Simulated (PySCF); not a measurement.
**TaNBr2: breathing scan**

These are results of PySCF, PBE0, basis Ta def2-SVP with ECP60, N def2-SVP, Br def2-SVP (scalar-relativistic core potentials, no spin–orbit coupling, density fitting), not measurements.

Rigid scan from the singlet minimum (Ta–Br 2.461 Å (×2), Ta–N 1.678 Å; Br–Ta–Br 113.4°, Br–Ta–N 105.8° (×2)). Coordinate: all bonds to the central atom scaled together. Energies in kJ/mol from the minimum.

```json
{"scale of all bonds to the centre": "0.88", "E (kJ/mol)": "370.9", "dipole size (D)": "4.06"}
{"scale of all bonds to the centre": "0.92", "E (kJ/mol)": "145.2", "dipole size (D)": "4.34"}
{"scale of all bonds to the centre": "0.96", "E (kJ/mol)": "32.0", "dipole size (D)": "4.57"}
{"scale of all bonds to the centre": "1.00", "E (kJ/mol)": "0.0", "dipole size (D)": "4.78"}
{"scale of all bonds to the centre": "1.04", "E (kJ/mol)": "25.4", "dipole size (D)": "4.95"}
{"scale of all bonds to the centre": "1.08", "E (kJ/mol)": "90.6", "dipole size (D)": "5.10"}
{"scale of all bonds to the centre": "1.14", "E (kJ/mol)": "235.2", "dipole size (D)": "5.29"}
{"scale of all bonds to the centre": "1.22", "E (kJ/mol)": "470.6", "dipole size (D)": "5.50"}
{"scale of all bonds to the centre": "1.35", "E (kJ/mol)": "865.1", "dipole size (D)": "5.77"}
```

At long bonds a restricted determinant can lie too high, and another spin state can fall below this curve.

Stability towards spin polarisation was not tested. Spin–orbit coupling, left out here, can matter for elements this heavy.

Other isomers or separated fragments may lie lower.

The scan took roughly 100 core-seconds on a shared host.
